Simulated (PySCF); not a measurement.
# Two-component Hartree-Fock for Hg(45+) (mercury, charge +45)

Start: [Ar] 3d10 4s2 4p5; 4p1/2 filled at m_j = +1/2; 4p3/2 filled at m_j = -3/2, -1/2, +1/2, +3/2. Calculated with PySCF 2.14 in an even-tempered Gaussian basis (16 s from 6 bohr⁻², ratio 2.8; 14 p from 7.8 bohr⁻², ratio 2.8; 8 d from 14 bohr⁻², ratio 2.8; 4 f from 36 bohr⁻², ratio 3): generalised Hartree-Fock with the X2C-1e Hamiltonian and a Gaussian nucleus; one run each with spin-orbit coupling (SO) screened by Boettger's factors, then bare. This is a chosen level, not necessarily the ground level.

```tsv
spinor shell	electrons	ε, screened SO (eV)	ε, bare SO (eV)	weight of nominal j (bare SO)	rms radius, bare SO (bohr)
1s1/2	2	-85801.4	-85799.5	1.000	0.0187
2s1/2	2	-17206.6	-17206.0	1.000	0.0755
2p1/2	2	-16579.2	-16623.7	1.000	0.0637
2p3/2	4	-14624.7	-14611.3	1.000	0.0720
3s1/2	2	-5776.7	-5776.5	1.000	0.191
3p1/2	2	-5499.1	-5509.3	1.000	0.182
3p3/2	4	-5045.4	-5042.3	1.000	0.197
3d3/2	4	-4604.1	-4612.8	1.000	0.172
3d5/2	6	-4507.3	-4501.9	1.000	0.176
4s1/2	2	-2670.4	-2670.4	1.000	0.401
4p1/2	1	-2558.0	-2561.3	1.000	0.392
4p3/2	4	-2408.9	-2407.9	1.000	0.416
```

```json
{"quantity": "E (hartree)", "screened SO": "-18254.02855", "bare SO": "-18255.86262"}
{"quantity": "M_J", "screened SO": "1/2", "bare SO": "1/2"}
{"quantity": "⟨J²⟩", "screened SO": "0.751", "bare SO": "0.751"}
{"quantity": "⟨L²⟩", "screened SO": "2.092", "bare SO": "2.098"}
{"quantity": "⟨S²⟩", "screened SO": "0.840", "bare SO": "0.847"}
```

Each row is a mean over spinors that exchange with the open shell spreads, by up to 7.827 eV (3p1/2).

Breit and QED terms are absent; they matter most for the inner s and p1/2 levels.

Densities and radii are taken from the X2C orbitals without a picture-change correction, which distorts them close to the nucleus.
